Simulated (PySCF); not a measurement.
Isomers of C6H10ClFSi.

All values: PBE0/pcSseg-1 (PySCF) at GFN2-xTB geometries, gas phase, one conformer each.

Question: Rank by the highest Hirshfeld charge on any atom, lowest value first.
A. `[CH:1]#[C:2][CH2:3][C@@:4]([F:5])([CH2:6][Cl:7])[SiH2:8][CH3:9]` with C2–C3–C4–F5 -58°, C3–C4–C6–Cl7 77°, C3–C4–Si8–C9 -171°
B. `[CH3:1][CH2:2]/[CH:3]=[C:4]1/[CH2:5][Si@@H:6]([F:7])[C@H:8]1[Cl:9]` with C1–C2–C3–C4 -127°
C. `[F:1][C@@H:2]1[CH2:3][SiH2:4][CH2:5][CH2:6]/[C:7]1=[CH:8]\[Cl:9]` with F1–C2–C3–Si4 -179°, C2–C3–Si4–C5 44°, C3–Si4–C5–C6 -43°, Si4–C5–C6–C7 56°
D. `[CH2:1]=[CH:2][CH2:3][Si@H:4]([CH2:5][F:6])[C:7](=[CH2:8])[Cl:9]` with C1–C2–C3–Si4 -105°, C2–C3–Si4–C5 178°, C3–Si4–C5–F6 65°, C3–Si4–C7–C8 -114°
E. `[CH2:1]=[C:2]1[CH2:3][C@@H:4]([CH2:5][Cl:6])[C@@H:7]([F:8])[SiH2:9]1` with C3–C4–C5–Cl6 -67°, C1–C2–C3–C4 150°, C2–C3–C4–C5 -73°, C3–C4–C7–F8 -165°, C4–C7–Si9–C2 21°
F. `[F:1][C@@H:2]1[C@@H:3]([C@@H:4]([SiH3:5])[Cl:6])[C:7]12[CH2:8][CH2:9]2` with C2–C3–C4–Si5 164°

Answer: F (+0.308 e), A (+0.318 e), E (+0.330 e), C (+0.349 e), D (+0.360 e), B (+0.459 e).

Question: Rank by the lowest Hirshfeld charge on any atom, highest value first.
A. `[CH3:1][CH2:2]/[CH:3]=[C:4]1\[CH2:5][Si@@H:6]([F:7])[C@@H:8]1[Cl:9]` with C1–C2–C3–C4 114°
B. `[CH2:1]=[CH:2][CH2:3][Si@H:4]([CH2:5][F:6])[C:7](=[CH2:8])[Cl:9]` with C1–C2–C3–Si4 -105°, C2–C3–Si4–C5 178°, C3–Si4–C5–F6 65°, C3–Si4–C7–C8 -114°
C. `[F:1][C@@H:2]1[C@@H:3]([C@@H:4]([SiH3:5])[Cl:6])[C:7]12[CH2:8][CH2:9]2` with C2–C3–C4–Si5 164°
D. `[F:1][C@@H:2]1[CH2:3][SiH2:4][CH2:5][CH2:6]/[C:7]1=[CH:8]\[Cl:9]` with F1–C2–C3–Si4 -179°, C2–C3–Si4–C5 44°, C3–Si4–C5–C6 -43°, Si4–C5–C6–C7 56°
E. `[F:1][C@@H:2]1[CH:3]=[CH:4][C@H:5]([CH2:6][CH2:7][Cl:8])[SiH2:9]1` with C4–C5–C6–C7 170°, C5–C6–C7–Cl8 60°, F1–C2–C3–C4 -134°, C3–C4–C5–C6 138°, C4–C5–Si9–C2 -16°, F1–C2–Si9–C5 136°

Answer: C (-0.112 e), E (-0.139 e), B (-0.154 e), D (-0.170 e), A (-0.204 e).

Question: Rank by the highest IAO charge on any atom, highest value first.
A. `[CH:1]#[C:2][CH2:3][C@@:4]([F:5])([CH2:6][Cl:7])[SiH2:8][CH3:9]` with C2–C3–C4–F5 -58°, C3–C4–C6–Cl7 77°, C3–C4–Si8–C9 -171°
B. `[F:1][Si:2]1([Cl:3])[CH2:4][CH2:5][CH:6]=[CH:7][CH2:8][CH2:9]1` with F1–Si2–C4–C5 -80°, Si2–C4–C5–C6 -71°, C4–C5–C6–C7 79°, C6–C7–C8–C9 -79°
C. `[F:1][C@@H:2]1[CH:3]=[CH:4][C@H:5]([CH2:6][CH2:7][Cl:8])[SiH2:9]1` with C4–C5–C6–C7 170°, C5–C6–C7–Cl8 60°, F1–C2–C3–C4 -134°, C3–C4–C5–C6 138°, C4–C5–Si9–C2 -16°, F1–C2–Si9–C5 136°
D. `[CH3:1][CH2:2]/[CH:3]=[C:4]1/[CH2:5][Si@@H:6]([F:7])[C@H:8]1[Cl:9]` with C1–C2–C3–C4 -127°
E. `[CH3:1]/[CH:2]=[C:3]1\[SiH2:4][C@@H:5]([CH2:6][Cl:7])[C@H:8]1[F:9]` with Si4–C5–C6–Cl7 -67°, C2–C3–Si4–C5 164°, C3–Si4–C5–C6 -106°, Si4–C5–C8–F9 -131°, C2–C3–C8–C5 -164°
F. `[F:1][C@@H:2]1[C@@H:3]([C@@H:4]([SiH3:5])[Cl:6])[C:7]12[CH2:8][CH2:9]2` with C2–C3–C4–Si5 164°

Answer: B (+1.312 e), D (+1.218 e), A (+0.741 e), C (+0.723 e), E (+0.700 e), F (+0.615 e).

All values together:

```
                                SMILES  μ (D)  HOMO (eV)  LUMO (eV)  lowest IAO charge (e)  highest IAO charge (e)  lowest Hirshfeld charge (e)  highest Hirshfeld charge (e)
             F[C@@H]1C[SiH2]CC/C1=C\Cl   2.24      -7.18      -0.11             -0.556 (C)             +0.752 (Si)                   -0.170 (C)                   +0.349 (Si)
            C=CC(=C)[SiH2][C@@H](Cl)CF   0.68      -7.07      -1.15             -0.375 (C)             +0.737 (Si)                   -0.104 (F)                   +0.324 (Si)
      C=C1C[C@@H](CCl)[C@@H](F)[SiH2]1   2.35      -7.80      -0.75             -0.331 (F)             +0.708 (Si)                   -0.117 (F)                   +0.330 (Si)
F[C@@H]1[C@@H]([C@@H]([SiH3])Cl)C12CC2   3.03      -7.71       0.12             -0.349 (C)             +0.615 (Si)                   -0.112 (F)                   +0.308 (Si)
           CC/C=C1/C[Si@@H](F)[C@H]1Cl   3.20      -7.20      -0.95             -0.584 (C)             +1.218 (Si)                   -0.196 (F)                   +0.459 (Si)
       C/C=C1\[SiH2][C@@H](CCl)[C@H]1F   2.62      -7.58      -0.84             -0.421 (C)             +0.700 (Si)                   -0.130 (C)                   +0.325 (Si)
            CC[C@@H]1C=C(Cl)C[Si@@H]1F   1.68      -7.15       0.02             -0.583 (C)             +1.214 (Si)                   -0.201 (F)                   +0.463 (Si)
          CC/C=C1\C[Si@@H](F)[C@@H]1Cl   2.26      -7.14      -0.83             -0.586 (C)             +1.221 (Si)                   -0.204 (F)                   +0.463 (Si)
                    F[Si]1(Cl)CCC=CCC1   2.43      -7.41       0.10             -0.562 (C)             +1.312 (Si)                   -0.211 (F)                   +0.449 (Si)
              C#CC[C@@](F)(CCl)[SiH2]C   0.58      -7.95       0.45             -0.715 (C)             +0.741 (Si)                   -0.211 (C)                   +0.318 (Si)
         F[C@@H]1C=C[C@H](CCCl)[SiH2]1   3.74      -7.32       0.06             -0.383 (C)             +0.723 (Si)                   -0.139 (F)                   +0.301 (Si)
                 C=CC[Si@H](CF)C(=C)Cl   1.66      -7.24      -0.72             -0.538 (C)             +0.907 (Si)                   -0.154 (C)                   +0.360 (Si)
```

Conformers: `[F:1][C@@H:2]1[CH2:3][SiH2:4][CH2:5][CH2:6]/[C:7]1=[CH:8]\[Cl:9]` with F1–C2–C3–Si4 -179°, C2–C3–Si4–C5 44°, C3–Si4–C5–C6 -43°, Si4–C5–C6–C7 56°; `[CH2:1]=[CH:2][C:3](=[CH2:4])[SiH2:5][C@@H:6]([Cl:7])[CH2:8][F:9]` with C1–C2–C3–C4 179°, C2–C3–Si5–C6 -83°, C3–Si5–C6–Cl7 -56°, Si5–C6–C8–F9 61°; `[CH2:1]=[C:2]1[CH2:3][C@@H:4]([CH2:5][Cl:6])[C@@H:7]([F:8])[SiH2:9]1` with C3–C4–C5–Cl6 -67°, C1–C2–C3–C4 150°, C2–C3–C4–C5 -73°, C3–C4–C7–F8 -165°, C4–C7–Si9–C2 21°; `[F:1][C@@H:2]1[C@@H:3]([C@@H:4]([SiH3:5])[Cl:6])[C:7]12[CH2:8][CH2:9]2` with C2–C3–C4–Si5 164°; `[CH3:1][CH2:2]/[CH:3]=[C:4]1/[CH2:5][Si@@H:6]([F:7])[C@H:8]1[Cl:9]` with C1–C2–C3–C4 -127°; `[CH3:1]/[CH:2]=[C:3]1\[SiH2:4][C@@H:5]([CH2:6][Cl:7])[C@H:8]1[F:9]` with Si4–C5–C6–Cl7 -67°, C2–C3–Si4–C5 164°, C3–Si4–C5–C6 -106°, Si4–C5–C8–F9 -131°, C2–C3–C8–C5 -164°; `[CH3:1][CH2:2][C@@H:3]1[CH:4]=[C:5]([Cl:6])[CH2:7][Si@@H:8]1[F:9]` with C1–C2–C3–C4 -67°; `[CH3:1][CH2:2]/[CH:3]=[C:4]1\[CH2:5][Si@@H:6]([F:7])[C@@H:8]1[Cl:9]` with C1–C2–C3–C4 114°; `[F:1][Si:2]1([Cl:3])[CH2:4][CH2:5][CH:6]=[CH:7][CH2:8][CH2:9]1` with F1–Si2–C4–C5 -80°, Si2–C4–C5–C6 -71°, C4–C5–C6–C7 79°, C6–C7–C8–C9 -79°; `[CH:1]#[C:2][CH2:3][C@@:4]([F:5])([CH2:6][Cl:7])[SiH2:8][CH3:9]` with C2–C3–C4–F5 -58°, C3–C4–C6–Cl7 77°, C3–C4–Si8–C9 -171°; `[F:1][C@@H:2]1[CH:3]=[CH:4][C@H:5]([CH2:6][CH2:7][Cl:8])[SiH2:9]1` with C4–C5–C6–C7 170°, C5–C6–C7–Cl8 60°, F1–C2–C3–C4 -134°, C3–C4–C5–C6 138°, C4–C5–Si9–C2 -16°, F1–C2–Si9–C5 136°; `[CH2:1]=[CH:2][CH2:3][Si@H:4]([CH2:5][F:6])[C:7](=[CH2:8])[Cl:9]` with C1–C2–C3–Si4 -105°, C2–C3–Si4–C5 178°, C3–Si4–C5–F6 65°, C3–Si4–C7–C8 -114°.
